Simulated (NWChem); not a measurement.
System: C3H5BO2; SMILES C1=CB(O)OC1

```xyz
11

O      0.1305    -2.1432     0.0000
B      0.0949    -0.7816     0.0000
C      1.2809     0.2252     0.0000
C      0.7003     1.4371     0.0000
C     -0.8027     1.3222     0.0000
O     -1.0969    -0.0760     0.0000
H     -0.7655    -2.5134     0.0000
H      2.3540     0.0653     0.0000
H      1.1895     2.4093     0.0000
H     -1.2589     1.7867     0.8855
H     -1.2589     1.7867    -0.8855
```
Atoms are numbered in this order, from 1.

All runs: NWChem. Pople sets run with spherical d functions. STO-3G and 3-21G are far too small for this property and stand as cheap habits. Structure relaxed at the B3LYP/6-31G* (spherical d) level. Field at 589 nm.

```json
[
 {"level": "B3LYP/STO-3G", "isotropic polarisability (bohr³)": "[?]", "anisotropy (bohr³)": "[?]"},
 {"level": "B3LYP/6-31G*", "isotropic polarisability (bohr³)": "45.4", "anisotropy (bohr³)": "31.5"},
 {"level": "B3LYP/def2-SVP", "isotropic polarisability (bohr³)": "47.2", "anisotropy (bohr³)": "29.4"}
]
```

**Question.** Fill in the missing entries.

**Answer.** 
- B3LYP/STO-3G, isotropic polarisability (bohr³): 27.4
- B3LYP/STO-3G, anisotropy (bohr³): 28.9
